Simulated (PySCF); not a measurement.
Highest orbital energy against ionisation energy along group 14

Calculated with PySCF 2.14, no spin-orbit coupling. Each cell gives −ε(HOMO) / ΔSCF in eV; NIST values include spin-orbit coupling, (s) semi-empirical, (t) theoretical.

| species | UHF | LDA | PBE | PBE0 | r2SCAN | NIST (lowest levels) |
| --- | --- | --- | --- | --- | --- | --- |
| C⁺ (x2c-TZVPPall, spin-free X2C) | 24.871 / 24.166 | 17.794 / 24.762 | 17.946 / 24.849 | 19.788 / 24.831 | 18.636 / 25.000 | 24.383 |
| Si⁺ (x2c-TZVPPall, spin-free X2C) | 16.195 / 15.821 | 12.069 / 16.355 | 12.193 / 16.399 | 13.329 / 16.419 | 12.553 / 16.503 | 16.346 |
| Ge⁺ (x2c-TZVPPall, spin-free X2C) | 15.521 / 15.199 | 11.693 / 15.850 | 11.693 / 15.739 | 12.799 / 15.762 | 12.059 / 15.920 | 15.935 |
| Sn⁺ (x2c-TZVPPall, spin-free X2C) | 13.999 / 13.717 | 10.696 / 14.389 | 10.621 / 14.207 | 11.617 / 14.240 | 10.938 / 14.336 | 14.633 |
| Pb⁺ (x2c-TZVPPall, spin-free X2C) | 13.497 / 13.237 | 10.351 / 13.957 | 10.247 / 13.754 | 11.213 / 13.781 | 10.545 / 13.841 | 15.032 |

Question: How far is −ε(HOMO) from ΔSCF on average for each method, and why?

Answer: UHF 0.39 eV; LDA -4.54 eV; PBE -4.45 eV; PBE0 -3.26 eV; r2SCAN -4.17 eV. Hartree-Fock orbital energies lack relaxation and so exceed the ΔSCF value; semilocal functionals have convex E(N) from self-interaction, so their HOMO lies far too high; exact exchange moves hybrids part of the way back.
